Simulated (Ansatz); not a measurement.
def2 core potentials replace the inner electrons of Te.

B3LYP has the VWN-RPA correlation part, as in Gaussian. 

**HOTe, SMILES `O[Te]` (charge 0, multiplicity 2)**

Method: B3LYP-D3(BJ)/def2-TZVP // B3LYP-D3(BJ)/def2-SVP (Ansatz, a first-principles code).

```json
{
 "highest_occupied_spin_orbital": "-6.06 eV",
 "dipole_moment": "1.58 D",
 "total_energy": "-343.9495 Ha",
 "cost": "around 6 core-seconds (rough)"
}
```

Bond lengths (Å): O1–Te2 2.004, O1–H3 0.970. Bond angles (°): Te2–O1–H3 107.0.
Charge 0, spin multiplicity 2.
